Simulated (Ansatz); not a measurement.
## Worked example: ideal-gas entropy of AsH3 (arsine)

A singlet with charge 0, relaxed at MP2/cc-pVTZ, 9 core orbitals frozen (Ansatz 0.2.0):

```xyz
4

As   -0.2096    0.4736   -0.3360
H     0.3456    0.6285    1.0484
H    -1.0608   -0.6964    0.0582
H     0.9248   -0.4058   -0.7706
```

Harmonic wavenumbers in cm⁻¹: 934, 1048, 1048, 2334, 2359, 2359.

Masses in u: As 74.922, H 1.008. Take T = 298.15 K, p = 1 bar, R = 8.3145 J/(mol K), kT/hc = 207.22 cm⁻¹, rigid rotor and harmonic oscillator.

Q: Work out S° at 298 K.

A: 
1. Translation (Sackur–Tetrode): S = R[3/2 ln M + 5/2 ln T − 1.1517] with M = 77.946 gives 163.2 J/(mol K).
2. Rotation: principal moments 4.345, 4.345, 4.752 u Å² give A, B, C = 3.8795, 3.8794, 3.5477 cm⁻¹; the symmetry number is σ = 3; q = (√π/σ)√((kT/hc)³/ABC) = 241; S = R(ln q + 3/2) = 58.1.
3. Vibration: with u = ν̃/207.22, each mode gives R[u/(eᵘ − 1) − ln(1 − e⁻ᵘ)]; the sum is 1.2, most from 934 cm⁻¹ (0.5), 1048 cm⁻¹ (0.3), 1048 cm⁻¹ (0.3).
4. Electronic: R ln 1 = 0.0, from the spin multiplicity alone.
5. Sum: 163.2 + 58.1 + 1.2 + 0.0 = 222.5 J/(mol K).

No measured value is set beside it here.
